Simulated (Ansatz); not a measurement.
`CB(C)[SiH2]F`, 13 atoms. Total charge 0; spin multiplicity 1. All runs use 4 threads of an Intel Xeon Platinum 8488C on a shared host. Correlated methods freeze the cores.

Problem. Give the basis size and wall time and peak host memory of each of these runs in Ansatz. RKS PBE0-D4/def2-TZVP relaxation (10 steps); RKS HSE06 (plane-wave form)-D4/def2-TZVPP energy; RHF-CCSD(T)/def2-TZVPP energy; RKS r2SCAN-D4/def2-TZVPP energy and forces; RHF-MP2/def2-QZVPP energy; RHF-CCSD(T)/def2-SVP energy; RKS PBE0-D4/def2-QZVPP energy; RKS PBE0-D4/def2-SVP energy; RKS B2PLYP (frozen core)/def2-TZVPP energy; direct RPA on PBE orbitals/def2-TZVPP energy; RKS PBE0-D4/def2-TZVP frequencies; RKS ωB97M-V/def2-QZVPP energy. (Estimate.)

Solution. Computed: Other jobs shared the machine, so times are rough.

| level | job | functions | wall time | peak host memory (GiB) |
| --- | --- | --- | --- | --- |
| RKS PBE0-D4/def2-SVP | energy | 114 | 0.75 s | 0.57 |
| RKS HSE06 (plane-wave form)-D4/def2-TZVPP | energy | 278 | 2.6 s | 0.75 |
| RKS r2SCAN-D4/def2-TZVPP | energy and forces | 278 | 3.2 s | 0.41 |
| direct RPA on PBE orbitals/def2-TZVPP | energy | 278 | 4.2 s | 0.76 |
| RHF-CCSD(T)/def2-SVP | energy | 114 | 4.3 s | 0.61 |
| RKS B2PLYP (frozen core)/def2-TZVPP | energy | 278 | 5.5 s | 0.77 |
| RKS PBE0-D4/def2-QZVPP | energy | 538 | 7 s | 2 |
| RKS ωB97M-V/def2-QZVPP | energy | 538 | 14 s | 2.4 |
| RHF-MP2/def2-QZVPP | energy | 538 | 19 s | 3.9 |
| RKS PBE0-D4/def2-TZVP | relaxation (10 steps) | 209 | 30 s | 0.58 |
| RHF-CCSD(T)/def2-TZVPP | energy | 278 | 120 s | 7.9 |
| RKS PBE0-D4/def2-TZVP | frequencies | 209 | 2.1 min | 0.61 |
